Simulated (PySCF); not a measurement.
TiI4, SMILES [I][Ti]([I])([I])[I], multiplicity 1. Atoms are numbered in the order given.

```xyz
5

Ti     0.0000     0.0000     0.0000
I      2.0759    -1.1985    -0.8475
I      0.0000     2.3970    -0.8475
I     -2.0759    -1.1985    -0.8475
I      0.0000     0.0000     2.5424
```

Geometry: B3LYP-D3(BJ)/def2-SVP. The spin state was assumed, not searched. The isomer is the one that the SMILES or the coordinates give; other isomers of the formula were not compared. The def2 effective core potentials stand for the cores of I; spin–orbit coupling is left out.

Level of theory: r2SCAN/def2-TZVP run with PySCF.

ESP charges are fitted to the potential on shells at 1.4 to 2.0 van der Waals radii. Atomic charges (e):

| atom | ESP fit | Löwdin | Mulliken |
|---|---|---|---|
| Ti1 | -0.17 | -1.26 | 0.64 |
| I2 | 0.04 | 0.32 | -0.16 |
| I3 | 0.04 | 0.32 | -0.16 |
| I4 | 0.04 | 0.32 | -0.16 |
| I5 | 0.04 | 0.32 | -0.16 |
